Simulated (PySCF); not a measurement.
5-(furan-2-yl)pyrimidine (C8H6N2O), SMILES c1coc(-c2cncnc2)c1.

Geometry: B3LYP-D3(BJ)/def2-SVP. Other conformers were not sampled.

Vertical ionisation energy (IE) and electron affinity (EA) in eV. Rows of orbital energies are one-electron estimates. Where ΔSCF, EOM or ADC give a negative EA the extra electron is unbound and the value depends on the basis.

| level | IE | EA |
|---|---|---|
| −ε(HOMO), −ε(LUMO), CAM-B3LYP/def2-SVP (PySCF) | … | … |
| −ε(HOMO), −ε(LUMO), PBE/def2-SVP (PySCF) | 5.59 | 2.34 |

Q: Fill in the missing entries. (The exact figures need the calculation; the answer reports its results.)

A: 
- −ε(HOMO), −ε(LUMO), CAM-B3LYP/def2-SVP (PySCF), IE: 7.66
- −ε(HOMO), −ε(LUMO), CAM-B3LYP/def2-SVP (PySCF), EA: 0.42
